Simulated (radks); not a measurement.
The numbers below are computed, except where a source is named.
Polarisability of the boron ion B2+, [He] 2s1, at imaginary frequency. Code: a radial shooting solver on a logarithmic mesh with Libxc functionals. Model: scalar-relativistic Kohn-Sham, PBE, spin-polarised, spherical densities, finite nucleus; open shells are filled with parallel spins first; Fermi nuclear charge, rms radius 2.406 fm. Response by self-consistent Sternheimer equations with the Hartree and adiabatic LDA kernel, the relativistic mass of each level held fixed and spin-orbit coupling left out.

| w (hartree) | alpha1(iw) (bohr^3) | alpha2(iw) (bohr^5) |
|---|---|---|
| 0.00266 | 6.569 | 7.515 |
| 0.0143 | 6.549 | 7.513 |
| 0.0360 | 6.437 | 7.502 |
| 0.0697 | 6.100 | 7.468 |
| 0.118 | 5.388 | 7.383 |
| 0.186 | 4.281 | 7.196 |
| 0.280 | 3.018 | 6.828 |
| 0.413 | 1.924 | 6.168 |
| 0.605 | 1.148 | 5.125 |
| 0.892 | 0.6554 | 3.743 |
| 1.35 | 0.3557 | 2.296 |
| 2.12 | 0.1790 | 1.143 |
| 3.59 | 0.08120 | 0.4468 |
| 6.94 | 0.03132 | 0.1275 |
| 17.5 | 0.007487 | 0.02108 |

Static values: alpha1 = 6.570 bohr^3 (0.9735 angstrom^3; uncoupled 7.731), alpha2 = 7.515 bohr^5, alpha3 = 31.73 bohr^7. C6 = 8.535, C8 = 77.40, triple-dipole C9 = 40.96 atomic units. One-pole (London) frequency 4 C6 / (3 alpha1^2) = 0.264 hartree, against 1.200 for minus the highest occupied eigenvalue.
